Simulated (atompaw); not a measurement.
**u(r) = r·R(r): atom against pseudo-atom (copper (Cu))**

Columns: radius, all-electron u(r) and pseudo u(r) of the 3d shell (level -5.04 eV) of copper in the configuration [Ne] 3s2 3p6 3d10 4s1 4p0; PBE, scalar-relativistic, PAW (atompaw) scheme, atompaw 4.2.0.5.

```
r (bohr)  all-electron  pseudo
   0.058        0.0288  0.0003
   0.115        0.1390  0.0020
   0.173        0.3032  0.0066
   0.231        0.4771  0.0151
   0.288        0.6310  0.0279
   0.346        0.7582  0.0459
   0.404        0.8530  0.0689
   0.462        0.9172  0.0970
   0.519        0.9543  0.1294
   0.577        0.9705  0.1670
   0.635        0.9699  0.2088
   0.692        0.9572  0.2534
   0.750        0.9355  0.3011
   0.808        0.9080  0.3492
   0.865        0.8772  0.3951
   0.923        0.8438  0.4382
   0.981        0.8093  0.4759
   1.038        0.7752  0.5070
   1.096        0.7409  0.5326
   1.154        0.7074  0.5530
   1.212        0.6749  0.5688
   1.269        0.6441  0.5793
   1.327        0.6142  0.5826
   1.385        0.5855  0.5755
   1.442        0.5587  0.5575
   1.500        0.5328  0.5328
```

Problem. How many radial nodes do the two functions have?

Solution. The all-electron 3d function has n − l − 1 = 0; the pseudo-wave has 0.

Problem. Is the pseudo-wave norm-conserving?

Solution. No, it belongs to a PAW set: the norm inside the radius is not constrained, and the difference is carried by the augmentation charge.
